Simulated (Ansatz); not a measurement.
# Ligand exchange: C4H10 + GeH2(SH)2 → C4H10S + GeH3(SH)

Species: C4H10 (isobutane) `CC(C)C`, singlet; GeH2(SH)2, singlet; C4H10S (2-methyl-2-propanethiol) `CC(C)(C)S`, singlet; GeH3(SH), singlet. The partners trade H for SH: C–H and Ge–SH bonds give way to C–SH and Ge–H.

Shapes, held fixed at every level: PBE0-D4/def2-TZVP. Flexible molecules stand in one conformer, not always the lowest. Programs: Ansatz 0.2.0. The zero-point and thermal change to 298 K, harmonic and unscaled (PBE0-D4/def2-TZVP), is -8.4 kJ/mol.

| level | kind | ΔH(298 K) (kJ/mol) | less CCSD(T)/def2-TZVPP |
| --- | --- | --- | --- |
| HF/def2-SVP | Hartree–Fock | +89.4 | +11.2 |
| B3LYP-D4/def2-TZVPP | global hybrid | +83.6 | +5.4 |
| r2SCAN0-D4/def2-TZVPP | global hybrid | +84.3 | +6.1 |
| wB97X-V/def2-TZVPP | range-separated hybrid | +78.4 | +0.2 |
| B2PLYP/def2-TZVPP | double hybrid | +85.2 | +7.0 |
| MP2/def2-TZVPP | perturbation theory | +77.4 | -0.8 |
| CCSD/def2-TZVPP | coupled cluster or CI | +80.8 | +2.6 |
| CCSD(T)/def2-TZVPP | coupled cluster or CI | +78.2 | 0.0 |

The highest level, CCSD(T)/def2-TZVPP, gives ΔH(298 K) = +78.2 kJ/mol; the levels span +77.4 to +89.4. The column of differences is taken from that level and isn't an error. No measured value is set beside it here. Relativity is left out for Ge. Outer-core shells of Ge are correlated, in sets that cover them unevenly.
